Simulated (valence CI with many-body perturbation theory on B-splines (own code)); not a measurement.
E1 transitions of Re44+

Method: valence CI with perturbative core correlation (CI+MBPT): three valence electrons over a frozen Dirac-Fock core [Ar] 3d10, radial functions for each j: 11 s, 11 p, 9 d, 7 f, 5 g, 2 h, 1 i, with the one-electron correlation potential Σ1 (screened to all orders), the two-electron term Σ2, the three-electron term Σ3, Breit, model QED; selected single and double excitations, second order for the rest (own B-spline code, finite nucleus).

The last digits are not significant, and no measured levels were compared; by estimate large intervals hold to a few tenths of a per cent, small ones and those within an open d or f shell to about a per cent.

Lines 1 to 50 of 273 in falling wavelength, among levels below 611.77 eV, chosen from the strongest by gf and those to the six lowest levels. Wavelengths and rates use the calculated energies. Electric multipoles are in the length gauge, E1 and E2 with the static RPA response of the core. Weak lines are less certain than strong ones. Lines between different terms over intervals too small for the method are left out, as are lines whose strength nearly cancels. The highest levels of a list are the least certain.

Levels are named by their leading jj configuration (3d3/2^4 stands for four electrons in 3d with j = 3/2), which in mixed levels can hold well under half, so a name can repeat and another be missing. Letters in brackets count levels of one name in rising energy.

| λ vac (Å) | Upper | Lower | A (s⁻¹) | S (a.u.) with core polarisation | S without |
| --- | --- | --- | --- | --- | --- |
| 2013 | (4s^2 4p3/2) J=3/2 | (4s 4p1/2^2) J=1/2 | 4.27e+04 | 6.88e-04 | 7.30e-04 |
| 147.9 | (4p1/2 4p3/2 4d3/2) J=7/2 | (4s 4p3/2 4d3/2) J=5/2 [b] | 7.06e+09 | 9.03e-02 | 9.62e-02 |
| 145.7 | (4p1/2 4p3/2 4d5/2) J=9/2 | (4s 4p3/2 4d5/2) J=7/2 [b] | 5.14e+09 | 7.84e-02 | 8.35e-02 |
| 145.1 | (4s 4p1/2 4d3/2) J=5/2 | (4s^2 4d3/2) J=3/2 | 1.10e+10 | 9.97e-02 | 1.06e-01 |
| 144.4 | (4s 4p1/2 4p3/2) J=3/2 [a] | (4s^2 4p3/2) J=3/2 | 2.40e+09 | 1.43e-02 | 1.52e-02 |
| 135.3 | (4p1/2 4p3/2 4d5/2) J=7/2 [b] | (4s 4p3/2 4d5/2) J=5/2 [b] | 1.40e+10 | 1.37e-01 | 1.46e-01 |
| 133.9 | (4s 4p1/2 4f7/2) J=9/2 | (4s^2 4f7/2) J=7/2 | 8.62e+09 | 1.02e-01 | 1.08e-01 |
| 133.0 | (4s 4p1/2 4f5/2) J=7/2 | (4s^2 4f5/2) J=5/2 | 1.72e+10 | 1.60e-01 | 1.70e-01 |
| 132.7 | (4p1/2 4p3/2^2) J=5/2 | (4s 4p3/2^2) J=3/2 | 1.30e+10 | 8.97e-02 | 9.55e-02 |
| 131.3 | (4s 4p1/2 4p3/2) J=5/2 | (4s^2 4p3/2) J=3/2 | 1.45e+10 | 9.71e-02 | 1.03e-01 |
| 130.6 | (4p1/2^2 4d3/2) J=3/2 | (4s 4p1/2 4d3/2) J=3/2 [b] | 1.46e+10 | 6.41e-02 | 6.82e-02 |
| 129.5 | (4p1/2 4p3/2 4d5/2) J=9/2 | (4s 4p3/2 4d5/2) J=7/2 [a] | 1.15e+10 | 1.23e-01 | 1.31e-01 |
| 129.0 | (4p1/2^2 4d3/2) J=3/2 | (4s 4p1/2 4d3/2) J=1/2 | 1.28e+10 | 5.45e-02 | 5.80e-02 |
| 128.3 | (4s 4p1/2 4d5/2) J=7/2 | (4s^2 4d5/2) J=5/2 | 1.47e+10 | 1.22e-01 | 1.30e-01 |
| 127.7 | (4p1/2^2 4p3/2) J=3/2 | (4s 4p1/2 4p3/2) J=1/2 | 1.15e+10 | 4.73e-02 | 5.04e-02 |
| 127.5 | (4p1/2 4p3/2 4d5/2) J=3/2 [b] | (4s 4p3/2 4d5/2) J=3/2 [b] | 1.56e+10 | 6.40e-02 | 6.81e-02 |
| 126.5 | (4p1/2 4p3/2 4d5/2) J=1/2 | (4s 4p3/2 4d5/2) J=3/2 [b] | 2.64e+10 | 5.27e-02 | 5.61e-02 |
| 125.5 | (4p1/2 4p3/2 4d3/2) J=5/2 [a] | (4s 4p3/2 4d3/2) J=5/2 [a] | 1.10e+10 | 6.42e-02 | 6.83e-02 |
| 124.8 | (4s 4p1/2^2) J=1/2 | (4s^2 4p1/2) J=1/2 | 3.14e+10 | 6.03e-02 | 6.41e-02 |
| 124.5 | (4p1/2^2 4p3/2) J=3/2 | (4s 4p1/2 4p3/2) J=3/2 [b] | 1.70e+10 | 6.48e-02 | 6.89e-02 |
| 124.0 | (4s 4p1/2 4d3/2) J=3/2 [b] | (4s^2 4d3/2) J=3/2 | 1.31e+10 | 4.92e-02 | 5.23e-02 |
| 123.8 | (4s 4p1/2 4f5/2) J=5/2 [b] | (4s^2 4f5/2) J=5/2 | 1.86e+10 | 1.04e-01 | 1.11e-01 |
| 123.2 | (4p1/2 4p3/2 4d3/2) J=1/2 [a] | (4s 4p3/2 4d3/2) J=1/2 [a] | 2.37e+10 | 4.37e-02 | 4.65e-02 |
| 123.1 | (4p1/2 4p3/2 4d5/2) J=7/2 [b] | (4s 4p3/2 4d5/2) J=7/2 [b] | 9.08e+09 | 6.70e-02 | 7.13e-02 |
| 122.7 | (4s 4p1/2 4f7/2) J=9/2 | (4s 4p3/2 4d3/2) J=7/2 | 1.24e+10 | 1.13e-01 | 1.20e-01 |
| 122.6 | (4p1/2 4p3/2 4d5/2) J=3/2 [b] | (4s 4p3/2 4d5/2) J=1/2 | 1.86e+10 | 6.76e-02 | 7.19e-02 |
| 122.3 | (4s 4p1/2 4f7/2) J=7/2 [b] | (4s 4p3/2 4d3/2) J=7/2 | 1.42e+10 | 1.03e-01 | 1.09e-01 |
| 121.5 | (4s 4p1/2 4d5/2) J=5/2 [b] | (4s^2 4d5/2) J=5/2 | 1.78e+10 | 9.44e-02 | 1.00e-01 |
| 121.0 | (4s 4p1/2 4d5/2) J=3/2 | (4s^2 4d5/2) J=5/2 | 2.38e+10 | 8.32e-02 | 8.84e-02 |
| 120.7 | (4p1/2 4p3/2 4d5/2) J=5/2 [a] | (4s 4p3/2 4d5/2) J=3/2 [a] | 1.61e+10 | 8.39e-02 | 8.92e-02 |
| 120.5 | (4p1/2 4p3/2^2) J=1/2 | (4s 4p3/2^2) J=1/2 | 4.03e+10 | 6.96e-02 | 7.40e-02 |
| 120.2 | (4p1/2^2 4d5/2) J=5/2 | (4s 4p1/2 4d5/2) J=3/2 | 1.94e+10 | 9.97e-02 | 1.06e-01 |
| 119.9 | (4p1/2 4p3/2 4d5/2) J=5/2 [b] | (4s 4p3/2 4d5/2) J=7/2 [b] | 1.81e+10 | 9.25e-02 | 9.84e-02 |
| 119.9 | (4p1/2 4p3/2 4d3/2) J=7/2 | (4s^2 4f7/2) J=7/2 | 1.44e+10 | 9.78e-02 | 1.04e-01 |
| 119.7 | (4p1/2^2 4d5/2) J=5/2 | (4s 4p1/2 4d5/2) J=5/2 [b] | 2.69e+10 | 1.37e-01 | 1.45e-01 |
| 119.5 | (4s 4p1/2 4f7/2) J=5/2 | (4s 4p3/2 4d3/2) J=7/2 | 1.21e+10 | 6.12e-02 | 6.50e-02 |
| 117.6 | (4p1/2 4p3/2 4d5/2) J=3/2 [a] | (4s 4p3/2 4d5/2) J=5/2 [a] | 3.54e+10 | 1.14e-01 | 1.21e-01 |
| 116.4 | (4s 4p1/2 4p3/2) J=3/2 [b] | (4s^2 4p3/2) J=3/2 | 2.02e+10 | 6.29e-02 | 6.69e-02 |
| 116.2 | (4p1/2 4p3/2 4d5/2) J=5/2 [a] | (4s 4p3/2 4d5/2) J=5/2 [a] | 2.27e+10 | 1.05e-01 | 1.12e-01 |
| 113.8 | (4p1/2^2 4d5/2) J=5/2 | (4s 4p1/2 4d5/2) J=7/2 | 5.50e+10 | 2.40e-01 | 2.55e-01 |
| 113.7 | (4s 4p1/2 4p3/2) J=1/2 | (4s^2 4p3/2) J=3/2 | 2.76e+10 | 4.00e-02 | 4.26e-02 |
| 113.3 | (4p1/2^2 4d3/2) J=3/2 | (4s 4p1/2 4d3/2) J=5/2 | 6.04e+10 | 1.73e-01 | 1.84e-01 |
| 112.4 | (4p1/2 4p3/2^2) J=5/2 | (4s 4p3/2^2) J=5/2 | 2.47e+10 | 1.04e-01 | 1.11e-01 |
| 112.0 | (4p1/2 4p3/2^2) J=3/2 | (4s 4p3/2^2) J=5/2 | 3.98e+10 | 1.10e-01 | 1.17e-01 |
| 111.4 | (4p1/2 4p3/2 4d5/2) J=7/2 [b] | (4s 4p3/2 4d5/2) J=7/2 [a] | 1.11e+10 | 6.07e-02 | 6.45e-02 |
| 111.0 | (4p1/2^2 4p3/2) J=3/2 | (4s 4p1/2 4p3/2) J=5/2 | 6.57e+10 | 1.78e-01 | 1.89e-01 |
| 110.8 | (4p1/2 4p3/2 4d5/2) J=7/2 [a] | (4s 4p3/2 4d5/2) J=9/2 | 4.42e+10 | 2.38e-01 | 2.53e-01 |
| 110.5 | (4p1/2 4p3/2 4d3/2) J=5/2 [b] | (4s^2 4f7/2) J=7/2 | 2.63e+10 | 1.05e-01 | 1.12e-01 |
| 108.7 | (4p1/2 4p3/2 4d5/2) J=5/2 [b] | (4s 4p3/2 4d5/2) J=7/2 [a] | 2.08e+10 | 7.94e-02 | 8.44e-02 |
| 108.2 | (4p1/2 4p3/2 4d5/2) J=9/2 | (4s 4p3/2 4d5/2) J=9/2 | 2.99e+10 | 1.87e-01 | 1.99e-01 |
